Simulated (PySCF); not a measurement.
**Computed properties of ClH₃OSn, SMILES [OH][SnH2][Cl]**

Sn(H)2(Cl)(OH) (ClH₃OSn), SMILES [SnH2]([Cl])[OH]. Geometry: B3LYP-D3(BJ)/def2-SVP. The def2 effective core potentials stand for the cores of Sn; spin–orbit coupling is left out. Other conformers were not sampled. All values are computed for the isolated molecule unless a solvent is named; none is compared with measurement here.

**Structure.** All 12 harmonic modes at B3LYP-D3(BJ)/def2-SVP (PySCF) are real, so it is a minimum. With heavy atoms numbered as in [SnH2:1]([OH:2])[Cl:3], the shortest bond between them is Sn1–O2 at 1.987 Å and the longest Sn1–Cl3 at 2.373 Å.

**Vibrations.** The strongest infrared lines (harmonic, unscaled, degenerate partners summed) lie at 1959 cm⁻¹ (118 km/mol, H 99 %), 202 cm⁻¹ (113 km/mol, H 59 %, O 33 %), 1914 cm⁻¹ (111 km/mol, H 99 %). The softest mode is at 131 cm⁻¹ and the zero-point energy is 17.4 kcal/mol.

**Electronic structure.** CAM-B3LYP/def2-TZVPD (PySCF) places the frontier levels at -10.18 and -0.38 eV, a gap of 9.80 eV, and gives a dipole moment of 2.14 D and a mean polarisability of 59.5 bohr³.

**Excitations.** TDDFT-B3LYP/def2-SVPD (PySCF) has S1 at 5.90 eV (210 nm, f = 0.044, weak); the most intense of the 10 singlets computed lies at 7.55 eV (f = 0.17). T1 (TDA) is at 5.28 eV. No vertical singlet excitation falls in the visible range (under 3.1 eV).
